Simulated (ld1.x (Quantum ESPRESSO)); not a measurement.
Varying the TM potential for Pt (Z = 78)

Base potential:

platinum, norm-conserving Troullier–Martins (Kleinman–Bylander form), made with ld1.x (Quantum ESPRESSO) 7.5 (PBEsol, fully relativistic). Core [Xe] 4f14, reference 5d10 6s0 6p0. Waves: 6p (bound, empty): rc 3.15 bohr; 5d (bound): rc 1.55 bohr; 6s (bound, empty): rc 1.95 bohr. Local part: the s channel. Core correction: Bessel-smoothed model core inside 0.90 bohr.

Open shells are filled in proportion to 2j + 1 (rel_dist='average').

Cutoffs, loose and tight: the cutoffs (Ry, on a coarse ladder) from which the occupation-weighted sum of valence levels, in a spherical-Bessel basis at the reference potential, stays within 10 and 1 mRy of its value at 400 Ry. They do not see the model core or the augmentation charge, which bear on the density cutoff. Test errors are all-electron minus pseudo excitation energies from the reference, over the configurations 5d9 6s1 6p0; 5d9 6s0 6p0; 5d8 6s0 6p0; 5d8 6s1 6p0; 5d9 6s0.5 6p0; 5d9 6s0 6p1; 5d7 6s0 6p0. A dash means not determined; rows that change the core or the reference have their own tests.

```csv
change,outcome,"cutoff, loose","cutoff, tight",bound ghosts,largest test error (meV)
base,generated,40 Ry,70 Ry,none,-630
wave 5d (bound): rc 1.55 bohr becomes 5d (bound): rc 1.12 bohr,generated,110 Ry,200 Ry,none,-624
wave 5d (bound): rc 1.55 bohr becomes 5d (bound): rc 1.50 bohr,generated,40 Ry,70 Ry,none,-629
wave 5d (bound): rc 1.55 bohr becomes 5d (bound): rc 1.84 bohr,generated,40 Ry,50 Ry,none,-631
wave 5d (bound): rc 1.55 bohr becomes 5d (bound): rc 2.10 bohr,generated,40 Ry,50 Ry,none,-624
wave 5d (bound): rc 1.55 bohr becomes 5d (bound): rc 2.24 bohr,generated,40 Ry,45 Ry,none,-609
```

Problem. What comes out with this change to the base: wave 5d (bound): rc 1.55 bohr becomes 5d (bound): rc 1.34 bohr?

Solution. outcome: generated; cutoff, loose: 50 Ry; cutoff, tight: 80 Ry; bound ghosts: none; largest test error (meV): -628.

Reading the sweep of the d radius (base included, trends over the rows without a ghost): The loose cutoff falls from 110 Ry at 1.12 to 40 Ry at 2.24 bohr. A larger radius leaves more room for a smooth pseudo-wave, so fewer plane waves are needed; a smaller one forces it to follow the all-electron wave where it bends sharply. The median size of the test errors (rows with all tests solved) stays near 46.6 meV.
